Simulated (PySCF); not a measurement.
Correlation energy of S⁺ (sulfur, charge +1)

[Ne] 3s2 3p3, high-spin 4S determinant. Calculation: PySCF 2.14, in def2-TZVP (5s5p2d1f, 37 functions); the non-relativistic Hamiltonian (point nucleus). Frozen: [Ne]; 5 electrons correlated.

MP2 pair energies summed by pair of shells (mhartree):

| pair | energy | share (%) |
| --- | --- | --- |
| 3s-3p | -57.78 | 65.9 |
| 3p-3p | -20.28 | 23.1 |
| 3s-3s | -9.58 | 10.9 |

Total MP2 correlation energy: -87.64 mhartree.

Same-spin part -23.70 and opposite-spin part -63.94 mhartree; SCS-MP2 scales them by 1/3 and 6/5 to -84.63 mhartree.

```tsv
level	correlation energy (mhartree)
CCSD	-107.75
(T)	-3.49
CCSD(T)	-111.24
```

Diagnostics: T1 = 0.0028, D1 = 0.0067, largest double amplitude 0.064.

Cost of the coupled-cluster step: 0.39 s of wall time on 1 thread of Neoverse-V1 (shared host), for 5 correlated electrons.
